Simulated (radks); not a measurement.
Problem. Species: Te XLVII. Configuration: [He] 2s2 2p2. Calculated with a radial shooting solver on a logarithmic mesh with Libxc functionals: non-relativistic Kohn-Sham, LB94 model potential, spin-polarised, spherical densities, point nucleus; open shells are filled with parallel spins first (spin-orbit coupling, left out, can overturn this in heavy ions); relativity is left out, which matters for an element this heavy. Some entries of the table are withheld. Estimate them.

orbital  occ.  eigenvalue (eV)  <r> (bohr)
1s down     1        -34571.87     0.02911
1s up       1        -34560.63     0.02913
2s up       1        -8038.175      0.1202
2s down     1        -7987.716      0.1205
2p up       2              (1)         (2)
2p down     0              (3)         (4)

Solution. 
(1) 2p up eigenvalue (eV): -7885.125
(2) 2p up <r> (bohr): 0.1014
(3) 2p down eigenvalue (eV): -7837.413
(4) 2p down <r> (bohr): 0.1015
